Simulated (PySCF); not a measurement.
**NaBr⁻ from Hartree–Fock to correlated methods**

State: ²Σ⁺ (doublet), unpaired electrons σ ↑. Set-up: PySCF, scalar-relativistic core potentials, basis sets Na aug-cc-pVDZ, Br aug-cc-pVDZ-PP with ECP10. De refers to Na + Br⁻ in their ground configurations, without counterpoise correction. The functionals are run spin-unrestricted. A positive dipole points towards Br; it is taken about the centre of mass and depends on that origin. Levels whose curve was spin-contaminated or gave no clean fit are not listed.

```json
{"Level": "UHF", "Re (Å)": "2.721", "ωe (cm⁻¹)": "204", "De (eV)": "n/a", "μ (D)": "6.82", "CPU s a point (SCF and correlation, without the integrals)": "0.28"}
{"Level": "UHF-MP2", "Re (Å)": "2.723", "ωe (cm⁻¹)": "199", "De (eV)": "1.14", "μ (D)": "n/a", "CPU s a point (SCF and correlation, without the integrals)": "0.53"}
{"Level": "UHF-SCS-MP2", "Re (Å)": "2.725", "ωe (cm⁻¹)": "198", "De (eV)": "1.13", "μ (D)": "n/a", "CPU s a point (SCF and correlation, without the integrals)": "n/a"}
{"Level": "LDA", "Re (Å)": "2.641", "ωe (cm⁻¹)": "211", "De (eV)": "1.20", "μ (D)": "6.15", "CPU s a point (SCF and correlation, without the integrals)": "0.43"}
{"Level": "PBE", "Re (Å)": "2.707", "ωe (cm⁻¹)": "200", "De (eV)": "1.10", "μ (D)": "6.29", "CPU s a point (SCF and correlation, without the integrals)": "0.73"}
{"Level": "revPBE", "Re (Å)": "2.737", "ωe (cm⁻¹)": "193", "De (eV)": "1.05", "μ (D)": "6.43", "CPU s a point (SCF and correlation, without the integrals)": "0.54"}
{"Level": "BLYP", "Re (Å)": "2.726", "ωe (cm⁻¹)": "192", "De (eV)": "0.98", "μ (D)": "6.20", "CPU s a point (SCF and correlation, without the integrals)": "0.57"}
{"Level": "r²SCAN", "Re (Å)": "2.688", "ωe (cm⁻¹)": "207", "De (eV)": "1.15", "μ (D)": "6.35", "CPU s a point (SCF and correlation, without the integrals)": "0.99"}
{"Level": "PBE0", "Re (Å)": "2.691", "ωe (cm⁻¹)": "206", "De (eV)": "1.12", "μ (D)": "6.34", "CPU s a point (SCF and correlation, without the integrals)": "1.3"}
{"Level": "HSE06", "Re (Å)": "2.694", "ωe (cm⁻¹)": "205", "De (eV)": "1.12", "μ (D)": "6.31", "CPU s a point (SCF and correlation, without the integrals)": "1.8"}
```

**Question.** What does a quarter of exact exchange do here, going from PBE to PBE0?

**Answer.** PBE0 less PBE: -1.6 pm in Re, +3.0 % in ωe, +0.02 eV in De. Exact exchange removes part of the self-interaction that spreads semilocal densities, and in most molecules shortens and stiffens the bond and lowers De; here De goes the other way.

**Question.** What does second-order correlation do here, going from UHF to UHF-MP2?

**Answer.** UHF-MP2 less UHF: +0.2 pm in Re, -2.5 % in ωe. Correlation nearly always deepens the well. The bond lengthens, as in strong covalent bonds, where excitations into antibonding orbitals dominate.

Correlated steps freeze 5 core orbitals. Correlated levels converge slowly with the basis: in double zeta they bind strong bonds too weakly, by up to about 1 eV, and carry superposition errors of some tenths. Spin–orbit coupling is left out. For an ion De counts to the pair picked by the measured ionisation energies or electron affinities, which need not be the lowest pair at this level. The highest Kohn–Sham level is positive in this anion. Much of that is self-interaction error, but it also means that the finite basis helps to hold the extra electron. The state was picked by a PBE0 search and need not be the measured ground state.

The whole job (state search and all levels along the bond) took about 3.1 min on 1 thread of Oxide Virtual Turin-like (shared host), peak memory 0.8 GiB.
